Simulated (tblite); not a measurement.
Species: C4H8O5Si.
Bonds: C1–C2, C2–O3 (double), C2–O4, O4–Si5, Si5–O6, O6–C7, C7–C8, C8–O9 (double), C8–O10. Hydrogens: H11, H12, H13 on C1; H14, H15 on Si5; H16, H17 on C7; H18 on O10.

The geometry is computed with GFN2-xTB (gas phase).

What internal coordinates does the optimisation give?

```json
{"bond": "C1–C2", "length (Å)": "1.503", "order": "single"}
{"bond": "C2=O3", "length (Å)": "1.202", "order": "double"}
{"bond": "C2–O4", "length (Å)": "1.324", "order": "single"}
{"bond": "O4–Si5", "length (Å)": "1.648", "order": "single"}
{"bond": "Si5–O6", "length (Å)": "1.617", "order": "single"}
{"bond": "O6–C7", "length (Å)": "1.380", "order": "single"}
{"bond": "C7–C8", "length (Å)": "1.520", "order": "single"}
{"bond": "C8=O9", "length (Å)": "1.201", "order": "double"}
{"bond": "C8–O10", "length (Å)": "1.329", "order": "single"}
{"bond": "C1–H11, C1–H12, C1–H13", "length (Å)": "1.087", "order": "single"}
{"bond": "Si5–H14, Si5–H15", "length (Å)": "1.457", "order": "single"}
{"bond": "C7–H16, C7–H17", "length (Å)": "1.097", "order": "single"}
{"bond": "O10–H18", "length (Å)": "0.972", "order": "single"}
```

Bonds in one row agree within 0.01 Å and their mean is given. Orders are formal, as drawn. A selection of angles:
```json
{"angle": "C1–C2–O3", "degrees": "124.9"}
{"angle": "C1–C2–O4", "degrees": "112.5"}
{"angle": "O3–C2–O4", "degrees": "122.6"}
{"angle": "C2–O4–Si5", "degrees": "121.7"}
{"angle": "O4–Si5–O6", "degrees": "96.2"}
{"angle": "Si5–O6–C7", "degrees": "127.3"}
{"angle": "O6–C7–C8", "degrees": "114.8"}
{"angle": "C7–C8–O9", "degrees": "123.4"}
{"angle": "C7–C8–O10", "degrees": "113.3"}
{"angle": "O9–C8–O10", "degrees": "123.3"}
{"angle": "H18–O10–C8", "degrees": "110.7"}
```

Dihedral angles: C1–C2–O4–Si5 178° (antiperiplanar); C2–O4–Si5–O6 180° (antiperiplanar); O4–Si5–O6–C7 -178° (antiperiplanar); Si5–O6–C7–C8 -78° (synclinal); O6–C7–C8–O9 -165° (antiperiplanar); H18–O10–C8–C7 180° (antiperiplanar). The mirror-image conformer, all signs reversed, is as good.

Of the pairs four or more bonds apart, Si5···O10 is among the closest relative to their van der Waals radii: 3.13 Å, 86 % of the sum of Bondi's values. The C–O distances run from 1.201 Å (C8=O9, drawn double) to 1.380 Å (O6–C7, drawn single), a spread of 0.179 Å. Si5 (oxygen-bound silicon) has angles from 96.2° to 115.2°. O6 (silyl ether oxygen) is bent (angle 127.3°). The O–Si distances run from 1.617 Å (Si5–O6, drawn single) to 1.648 Å (O4–Si5, drawn single), a spread of 0.031 Å.

Point group: C1 (no symmetry element, even within 0.4 Å). Its GFN2-xTB frequencies are all real (lowest 21 cm⁻¹). One conformer, not necessarily the lowest.
